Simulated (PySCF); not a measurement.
Run record for `[SiH3]S[SiH2]Cl`: BP86/aug-cc-pVDZ, IEF-PCM chloroform, grid level 4, level shift 0.3 Eh, full TDDFT, 6 singlets.

Method: TDDFT BP86/aug-cc-pVDZ, vertical, IEF-PCM chloroform (non-equilibrium linear response), core orbitals frozen in the response (PySCF 2.14.0, density-fitted response routines). Geometry: GFN2-xTB. A driver script takes a list of jobs; this job's settings line and coordinates (Å) are shown.

Command:
```bash
OMP_NUM_THREADS=1 python probes_run.py task.json out
```

Input:
```
{"job": {"kind": "uv", "xc": "BP86", "basis": "aug-cc-pVDZ", "solvent": "chloroform", "nstates": 6, "ntriplets": 5, "tda": false, "scf": {"level_shift": 0.3}, "grid": 4}, "charge": 0, "multiplicity": 1}
Si    -1.696427    -0.091776    -0.248973
S     -0.033529     1.238616    -0.587994
Si     1.662798     0.245132     0.264809
Cl     1.872432    -1.622381    -0.453341
H     -2.818311     0.679906    -0.750711
H     -1.773059    -0.354755     1.183295
H     -1.458359    -1.319129    -0.995233
H      2.778773     1.074811    -0.142110
H      1.479244     0.155569     1.705078
```

Question: What does the run print?

Answer: 
```
final grid: 193760 points
cycle   1  E = -1440.5425959238  dE =  2.509e-01  |g| = 4.204e-01  |ddm| = 6.233e+00
cycle   2  E = -1440.5893209360  dE = -4.673e-02  |g| = 2.662e-01  |ddm| = 2.016e+00
cycle   3  E = -1440.6065458076  dE = -1.722e-02  |g| = 8.674e-02  |ddm| = 6.515e-01
cycle   4  E = -1440.6089613823  dE = -2.416e-03  |g| = 2.473e-02  |ddm| = 2.035e-01
cycle   5  E = -1440.6091756386  dE = -2.143e-04  |g| = 6.769e-03  |ddm| = 5.724e-02
cycle   6  E = -1440.6091958146  dE = -2.018e-05  |g| = 2.007e-03  |ddm| = 1.925e-02
cycle   7  E = -1440.6091981309  dE = -2.316e-06  |g| = 9.323e-04  |ddm| = 7.384e-03
cycle   8  E = -1440.6091986304  dE = -4.995e-07  |g| = 4.065e-04  |ddm| = 3.223e-03
cycle   9  E = -1440.6091987370  dE = -1.066e-07  |g| = 1.901e-04  |ddm| = 1.546e-03
cycle  10  E = -1440.6091987627  dE = -2.571e-08  |g| = 8.826e-05  |ddm| = 7.994e-04
cycle  11  E = -1440.6091987690  dE = -6.240e-09  |g| = 4.448e-05  |ddm| = 4.191e-04
cycle  12  E = -1440.6091987707  dE = -1.673e-09  |g| = 2.230e-05  |ddm| = 2.164e-04
cycle  13  E = -1440.6091987711  dE = -4.243e-10  |g| = 1.144e-05  |ddm| = 1.143e-04
level shift removed, Fock matrix diagonalised once more
converged SCF energy = -1440.6091987711

Static polarisability (au): isotropic 115.589, principal 98.042 115.487 133.240

Singlet excitations
state   eV       nm        f      main configurations
  1   5.3980    229.7   0.01718   H->L 0.98
  2   5.5274    224.3   0.02671   H->L+1 0.97
  3   5.9644    207.9   0.00513   H->L+2 0.98
  4   6.1459    201.7   0.01272   H->L+3 0.96
  5   6.2979    196.9   0.01520   H->L+4 0.94
  6   6.4742    191.5   0.03696   H-1->L 0.93

Triplet excitations (Tamm-Dancoff, eV): 5.1289 5.2716 5.7387 6.0070 6.1089
```

H and L stand for HOMO and LUMO; the number after each pair is its weight.

Question: How does the lowest singlet excitation compare with the HOMO–LUMO gap?

Answer: HOMO -6.43 eV and LUMO -1.12 eV give a gap of 5.31 eV; S1 at 5.40 eV lies 0.09 eV above it.

Question: Give the mean polarisability as a volume in Å³, and the ratio of the largest to the smallest principal value.

Answer: 115.589 au × 0.148185 = 17.13 Å³; 133.240/98.042 = 1.36.

In short: SCF converged in 13 cycles with 153 basis and 668 fitting functions; HOMO -6.43 eV, LUMO -1.12 eV; lowest singlet 5.40 eV; lowest triplet 5.13 eV (Tamm–Dancoff); mean polarisability 115.6 au.

One conformer (not necessarily the lowest) at the GFN2-xTB geometry, without vibrations or thermal averaging.

Question: Estimate the wall time. Hardware: Arm Neoverse V1, one thread, shared host. And the peak memory of the process?

Answer: About 24 s, with 0.68 GiB resident at the peak, the Python interpreter and its libraries included.

Shape of the structure used: `[SiH3:1][S:2][SiH2:3][Cl:4]`: Si1–S2–Si3–Cl4 53°.
